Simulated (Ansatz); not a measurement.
One change: `C#[C][SnH2][C]#C` becomes `C#[C][SnH2][CH3]`.

Ansatz, PBE0-D4/def2-TZVP geometries, multiplicity 1. 

Elements past krypton have def2 core potentials.

```
                                          property  `C#[C][SnH2][C]#C`
    size of the dipole moment (PBE/def2-TZVPP) / D                0.15
             LUMO energy (ωB97M-V/def2-TZVPP) / eV                1.50
               LUMO energy (B3LYP/def2-TZVPP) / eV               -0.39
              HOMO–LUMO gap (PBE0/def2-TZVPP) / eV                7.96
               HOMO energy (B3LYP/def2-TZVPP) / eV               -7.88
size of the dipole moment (ωB97M-V/def2-TZVPP) / D                0.15
```

**Question.** Give the same properties after the change, and the shifts. (Best estimate.)

**Answer.** The calculation gave: 
```json
{"property": "size of the dipole moment (PBE/def2-TZVPP) / D", "`C#[C][SnH2][CH3]`": "1.00", "shift": "0.85"}
{"property": "LUMO energy (ωB97M-V/def2-TZVPP) / eV", "`C#[C][SnH2][CH3]`": "1.47", "shift": "-0.03"}
{"property": "LUMO energy (B3LYP/def2-TZVPP) / eV", "`C#[C][SnH2][CH3]`": "-0.22", "shift": "0.17"}
{"property": "HOMO–LUMO gap (PBE0/def2-TZVPP) / eV", "`C#[C][SnH2][CH3]`": "7.90", "shift": "-0.06"}
{"property": "HOMO energy (B3LYP/def2-TZVPP) / eV", "`C#[C][SnH2][CH3]`": "-7.64", "shift": "0.24"}
{"property": "size of the dipole moment (ωB97M-V/def2-TZVPP) / D", "`C#[C][SnH2][CH3]`": "0.94", "shift": "0.79"}
```

With PBE0 the HOMO rises by 0.24 eV and the LUMO rises by 0.19 eV, so the gap narrows by about 0.05 eV. PBE moves the HOMO by 0.23 eV and ωB97M-V by 0.25 eV. The zero-point energy changes by 45.5 kJ/mol with +3 modes. Dipoles are sizes alone; their direction can turn.

B3LYP here is the variant with VWN-RPA as its local correlation; programs differ in this.
